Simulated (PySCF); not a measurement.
Electronic structure of Se²⁰⁺ (selenium, charge +20) at the UHF level

Configuration: [Ne] 3s2 3p2, high-spin 3P determinant. Calculation: PySCF 2.14, in an uncontracted even-tempered set (18 s from 1.9 bohr⁻², ratio 2.5; 12 p from 2.4 bohr⁻², ratio 2.5; 5 d from 11 bohr⁻², ratio 2.7; 4 f from 17 bohr⁻², ratio 2.7); the spin-free X2C one-electron Hamiltonian (Gaussian nucleus).

```
Total energy                                                  : -2193.915289 hartree
One-electron energy                                           : -2571.5653 hartree
Hartree (Coulomb) energy                                      : 439.8234 hartree
Exchange energy                                               : -62.1734 hartree
⟨S²⟩                                                          : 2.0019
⟨L²⟩                                                          : 2.006
Sum of ⟨r⟩                                                    : 3.422 bohr
Sum of ⟨r²⟩                                                   : 1.376 bohr²
Traceless quadrupole moment −½Σ⟨3z² − r²⟩ along its main axis : 0.106 e·bohr²
```

| shell | electrons | mean orbital energy (hartree) | spread (hartree) | rms radius, mean of both spins (bohr) |
| --- | --- | --- | --- | --- |
| 1s α | 1 | -498.95208 | 0 | 0.0508 |
| 1s β | 1 | -498.76968 | 0 | 0.0508 |
| 2s α | 1 | -92.08674 | 0 | 0.209 |
| 2s β | 1 | -91.96052 | 0 | 0.209 |
| 2p α | 3 | -84.58567 | 0.11219 | 0.186 |
| 2p β | 3 | -84.34860 | 0.14281 | 0.186 |
| 3s α | 1 | -33.33392 | 0 | 0.523 |
| 3s β | 1 | -32.51909 | 0 | 0.523 |
| 3p α | 2 | -30.92018 | 0 | 0.515 |

Spin-orbit coupling is strong in this species (close to jj coupling), so the high-spin LS determinant is a model state, not a physical level.

Densities and radii are taken from the X2C orbitals without a picture-change correction, which distorts them close to the nucleus.

Spin-orbit constants ζ (cm⁻¹) from the X2C one-electron operator on these orbitals: bare nucleus, nucleus screened by l(l+1)(2l+1)/3 electrons, and screened by the Breit-Pauli mean field of the electrons.

```json
{"shell": "2p", "bare": "238100", "screened nucleus": "224100", "mean field": "218100"}
{"shell": "3p", "bare": "50460", "screened nucleus": "47500", "mean field": "46210"}
```

To first order the Landé constant is A = 23110 cm⁻¹, so the lowest level has J = 0 and lies 5.73 eV below the centre of the term. This holds in LS coupling only, and this species is close to jj coupling.
